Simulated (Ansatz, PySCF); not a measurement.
This Ansatz (a program for electronic structure) input computes a PBE/def2-TZVPD energy:

Ansatz 0.2 input:
```yaml
crystal:
  periodic: [false, false, false]
  atoms:
    - {symbol: C, position_ang: [-2.26223709, -0.10724821, -0.05405423]}
    - {symbol: C, position_ang: [-0.77427014, -0.15619781, 0.09161600]}
    - {symbol: C, position_ang: [-0.02846144, -0.97415679, 0.89580600]}
    - {symbol: C, position_ang: [1.38504663, -0.75285681, 0.78739689]}
    - {symbol: C, position_ang: [1.82344582, 0.23121678, -0.08984316]}
    - {symbol: S, position_ang: [0.34607524, 0.86923333, -0.77764906]}
    - {symbol: H, position_ang: [-2.67690430, 0.87302419, 0.21154013]}
    - {symbol: H, position_ang: [-2.73589117, -0.84876885, 0.59727969]}
    - {symbol: H, position_ang: [-2.58962956, -0.31703641, -1.07983506]}
    - {symbol: H, position_ang: [-0.48139608, -1.71704952, 1.54980464]}
    - {symbol: H, position_ang: [2.08547466, -1.34244566, 1.37806655]}
basis:
  gaussian:
    orbitals: def2-TZVPD
hamiltonian:
  xc: {name: PBE}
total_charge: -1
output: {forces: true}
```

Problem. Write an input for the same energy in PySCF and say what it gives.

Solution. 
```python
from pyscf import gto, scf, dft

mol = gto.M(
    atom='''
    C    -2.26223709   -0.10724821   -0.05405423
    C    -0.77427014   -0.15619781    0.09161600
    C    -0.02846144   -0.97415679    0.89580600
    C     1.38504663   -0.75285681    0.78739689
    C     1.82344582    0.23121678   -0.08984316
    S     0.34607524    0.86923333   -0.77764906
    H    -2.67690430    0.87302419    0.21154013
    H    -2.73589117   -0.84876885    0.59727969
    H    -2.58962956   -0.31703641   -1.07983506
    H    -0.48139608   -1.71704952    1.54980464
    H     2.08547466   -1.34244566    1.37806655
    ''',
    basis='def2-tzvpd',
    charge=-1,
    spin=0,
    verbose=4,
)

mf = dft.RKS(mol, xc='pbe').density_fit(auxbasis='def2-universal-jkfit')
mf.grids.level = 3
mf.conv_tol = 1e-9
mf.max_cycle = 100
mf.max_memory = 1500
mf.kernel()
if not mf.converged:
    mf = mf.newton()
    mf.kernel(mf.make_rdm1())
mf.analyze()
```
It gives -591.36258 Eh, and Ansatz -591.36248 Eh, a difference of 0.10 mEh, from the treatment of integrals and grids.

It need not be the lowest isomer of its formula. Whether it binds its extra electron was not tested at this geometry.
